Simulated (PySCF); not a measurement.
## Radial density of O (oxygen, neutral)

UHF, [He] 2s2 2p4, high-spin 3P determinant. All numbers are calculated (PySCF 2.14, scalar relativity by spin-free X2C-1e, in x2c-TZVPall (5s3p2d1f, 31 functions)).

```tsv
r (bohr)	4πr²ρ (e/bohr)	4πr²(ρα − ρβ)
0.00275	0.02988	0.0000
0.00463	0.08157	0.0000
0.00778	0.2159	0.0001
0.0131	0.5559	0.0002
0.0220	1.354	0.0007
0.0370	3.002	0.0021
0.0623	5.674	0.0075
0.105	8.228	0.0314
0.176	7.779	0.1294
0.296	4.228	0.4673
0.498	3.370	1.1737
0.838	4.767	1.6177
1.41	2.963	0.9424
2.37	0.5997	0.1632
3.99	0.02912	0.0057
```

Densities and radii are taken from the X2C orbitals without a picture-change correction, which distorts them close to the nucleus.
